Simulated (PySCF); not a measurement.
Run record: C14H12B2

The script drives PySCF SCF with an in-house response code with single-precision fitted integrals, so total energies wander by about 1e-6 Eh between cycles (the fitting error itself is about 1e-3 Eh and cancels in differences); atoms count from 0. Kgrid is the grid level of the response kernel; vcut the energy (Eh) above which virtual orbitals leave the response; delta the states run by ΔSCF (the anion only where the lumo is low enough to bind); pop asks for populations, which are stored and not printed; grid is the SCF grid level (2 if not given).

The basis has no diffuse functions, so the polarisability comes out too low.

Job and coordinates (Å):

```
{"job": {"kind": "uv", "basis": "def2-SVP", "grid": 1, "kgrid": 0, "vcut": 1.5, "nstates": 6, "ntriplets": 2, "tda": false, "delta": ["ip_vertical"], "pop": true, "xc": "B3LYP"}, "charge": 0, "multiplicity": 1}
C      4.328047    -0.577058     0.081746
B      2.758812    -0.432719    -0.047137
C      1.821312    -1.664611    -0.067565
C      0.434035    -1.637107    -0.082742
C     -0.463017    -2.744557    -0.068192
C     -1.812765    -2.536583    -0.041073
C     -2.418858    -1.248324    -0.022642
C     -1.658300    -0.108350    -0.055409
C     -0.241146    -0.358506    -0.098513
C      0.544063     0.718475    -0.132982
C      0.266066     2.129254    -0.080804
C     -1.014438     2.548688    -0.019799
B     -2.097981     1.414128    -0.016478
C     -3.631949     1.789611     0.083853
C      1.748313     2.288728    -0.052847
C      1.978808     0.915289    -0.094134
H      4.873373     0.246492    -0.373535
H      4.605344    -0.584129     1.136820
H      4.702393    -1.506628    -0.341014
H      2.257724    -2.659103    -0.053626
H     -0.064884    -3.750450    -0.071920
H     -2.470742    -3.395835    -0.025561
H     -3.497759    -1.199639     0.019343
H     -1.266955     3.601065     0.042579
H     -4.244630     1.216809    -0.610016
H     -3.831865     2.844802    -0.088882
H     -4.005977     1.554510     1.081030
H      2.390437     3.152160     0.008025
```

Command:

```bash
OMP_NUM_THREADS=1 python large_run.py task.json out
```

Q: What does the program print?

A: 
```
start: PBE on a coarse grid of 23556 points
cycle   1  E = -588.7903506411  dE =  2.284e+00  |g| = 8.515e-01  |ddm| = 7.297e+00
cycle   2  E = -587.7940028408  dE =  9.963e-01  |g| = 1.885e+00  |ddm| = 3.826e+00
cycle   3  E = -588.8014251556  dE = -1.007e+00  |g| = 7.833e-01  |ddm| = 3.270e+00
cycle   4  E = -589.0012569750  dE = -1.998e-01  |g| = 1.892e-01  |ddm| = 1.155e+00
cycle   5  E = -588.9847788461  dE =  1.648e-02  |g| = 2.903e-01  |ddm| = 6.641e-01
cycle   6  E = -589.0120316280  dE = -2.725e-02  |g| = 5.551e-02  |ddm| = 4.335e-01
cycle   7  E = -589.0127452248  dE = -7.136e-04  |g| = 2.740e-02  |ddm| = 1.049e-01
cycle   8  E = -589.0129579651  dE = -2.127e-04  |g| = 1.150e-02  |ddm| = 5.213e-02
cycle   9  E = -589.0130009735  dE = -4.301e-05  |g| = 3.335e-03  |ddm| = 1.913e-02
final grid: 103198 points
cycle  10  E = -589.9178535991  dE = -5.814e-03  |g| = 3.485e-02  |ddm| = 4.034e-01
cycle  11  E = -589.9170906255  dE =  7.630e-04  |g| = 6.059e-02  |ddm| = 1.445e-01
cycle  12  E = -589.9181438844  dE = -1.053e-03  |g| = 1.874e-02  |ddm| = 9.594e-02
cycle  13  E = -589.9182487099  dE = -1.048e-04  |g| = 3.239e-03  |ddm| = 2.742e-02
cycle  14  E = -589.9182514211  dE = -2.711e-06  |g| = 2.280e-03  |ddm| = 6.729e-03
cycle  15  E = -589.9182534071  dE = -1.986e-06  |g| = 6.919e-04  |ddm| = 3.558e-03
cycle  16  E = -589.9182543718  dE = -9.648e-07  |g| = 1.864e-04  |ddm| = 1.053e-03
cycle  17  E = -589.9182533906  dE =  9.812e-07  |g| = 1.095e-04  |ddm| = 4.656e-04
cycle  18  E = -589.9182538326  dE = -4.420e-07  |g| = 2.812e-05  |ddm| = 2.438e-04
converged SCF energy = -589.9182538326
Vertical ionisation energy (delta-SCF) = 7.0359 eV   <S^2> = 0.769

Static polarisability (au): isotropic 190.397, principal 82.553 229.279 259.358

Singlet excitations
state   eV       nm        f      main configurations
  1   1.5539    797.9   0.01458   H->L 0.97
  2   2.5348    489.1   0.05611   H->L+1 0.88
  3   3.0155    411.2   0.05476   H-1->L 0.87
  4   3.4754    356.7   0.00006   H-3->L 0.97
  5   3.8371    323.1   0.04912   H-2->L 0.49, H-1->L+1 0.41
  6   3.9254    315.9   0.00029   H-4->L 0.90

Triplet excitations (Tamm-Dancoff, eV): 0.8921 1.7776
```

The run took 62 s of wall time on 1 thread of Arm Neoverse V1 (shared host), peak memory 0.58 GiB.
